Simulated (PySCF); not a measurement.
# W (tungsten, neutral): UHF calculation

Configuration: [Xe] 4f14 5d4 6s2, high-spin 5D determinant. All numbers are calculated (PySCF 2.14, a scalar-relativistic core potential, in aug-cc-pwCVDZ-PP with ECP60MDF).

```json
{"Total energy": "-66.677383 hartree", "One-electron energy": "-112.9539 hartree", "Hartree (Coulomb) energy": "53.2066 hartree", "Exchange energy": "-6.9301 hartree", "⟨S²⟩": "6.0377", "⟨L²⟩": "6.102", "Sum of ⟨r⟩": "24.77 bohr", "Sum of ⟨r²⟩": "59.86 bohr²", "Traceless quadrupole moment −½Σ⟨3z² − r²⟩ along its main axis": "-0.187 e·bohr²"}
```

```
shell  electrons  mean orbital energy (hartree)  spread (hartree)  rms radius, mean of both spins (bohr)
 5s α          1                       -3.49098                 0                                   1.16
 5s β          1                       -3.33991                 0                                   1.16
 5p α          3                       -2.03438           0.02833                                   1.35
 5p β          3                       -1.80545           0.04411                                   1.35
 5d α          4                       -0.38048           0.03658                                   2.16
 6s α          1                       -0.30524                 0                                   3.71
 6s β          1                       -0.22336                 0                                   3.71
```

Energies and moments cover only the electrons outside the core potential. Spin-orbit coupling, absent here, splits the open shell strongly.
